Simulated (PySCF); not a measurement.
`[H][Si]([H])([H])NC(C)C` (SiH3(NHiPr)). Method: PBE0-D3(BJ)/def2-SVP geometry optimisation, gas phase in PySCF.

```
atom  x, y, z in Å
Si1   -0.2198    1.9336    0.7580
H2     1.0609    1.7938    1.5332
H3     0.1037    2.7655   -0.4419
H4    -1.2028    2.6630    1.6144
N5    -0.9977    0.4438    0.3298
C6    -0.4036   -0.6873   -0.3668
C7     0.2580   -1.6742    0.5930
C8     0.5743   -0.2042   -1.4273
H9    -1.7702    0.1759    0.9298
H10   -1.2180   -1.2212   -0.8923
H11    1.0990   -1.1952    1.1205
H12    0.6438   -2.5587    0.0614
H13   -0.4590   -2.0236    1.3524
H14    1.4291    0.3240   -0.9702
H15    0.9829   -1.0527   -1.9951
H16    0.0850    0.4837   -2.1323
```

(1) Give the dihedral angles H9–N5–C6–H10, C7–C6–C8–H15, H3–Si1–N5–C6.

(2) What is the longest distance between nuclei?

(3) Where is the centre of mass (commonest isotopes), and what is the radius of gyration?

(4) How far apart are these pairs, which share no bond: H2···H16, H3···N5, H4···C8, H4···H11, C8···H9, H10···H11, H10···H14?

(5) What is the repulsion energy of the bare nuclei, Σ ZA·ZB/RAB?

(6) What are the angles N5–C6–C7, H12–C7–H13, H11–C7–H12, H14–C8–H15?

(7) Write the matrix of distances between heavy atoms (Å, lower triangle).

Answers

(1) H9–N5–C6–H10 53° (synclinal); C7–C6–C8–H15 58° (synclinal); H3–Si1–N5–C6 69° (synclinal). Dihedral signs follow IUPAC: positive where, seen along the central bond, the front bond turns clockwise onto the rear one.

(2) H4···H12, 5.75 Å; the next longest distance is 5.62 Å.

(3) Mass 89.066 u; centre at (-0.160, 0.333, 0.130) Å; Rg = √(Σ m r²/M) = 1.736 Å. As Ia + Ib + Ic = 2 Σ m r², the three principal moments sum to 536.6 u·Å².

(4) H2···H16 4.013 Å (5 bonds apart); H3···N5 2.683 Å (2 bonds apart); H4···C8 4.542 Å (4 bonds apart); H4···H11 4.520 Å (5 bonds apart); C8···H9 3.346 Å (3 bonds apart); H10···H11 3.069 Å (3 bonds apart); H10···H14 3.066 Å (3 bonds apart).

(5) 245.80 Eh over 120 pairs, with full nuclear charges and distances in bohr; the largest single term is 29.90 Eh (Si1 with N5).

(6) From the scalar product of the two bond vectors; for N5–C6–C7 it is -0.8407 Å² over 1.4552 × 1.5274 Å², cos θ = -0.3783. N5–C6–C7 112.2°; H12–C7–H13 107.8°; H11–C7–H12 108.2°; H14–C8–H15 107.2°.

(7) 
```
Si1   0.000
N5    1.734  0.000
C6    2.858  1.455  0.000
C7    3.643  2.476  1.527  0.000
C8    3.159  2.445  1.521  2.518  0.000
```

Stationary, but not proved a minimum. The numbers are those of one conformer.
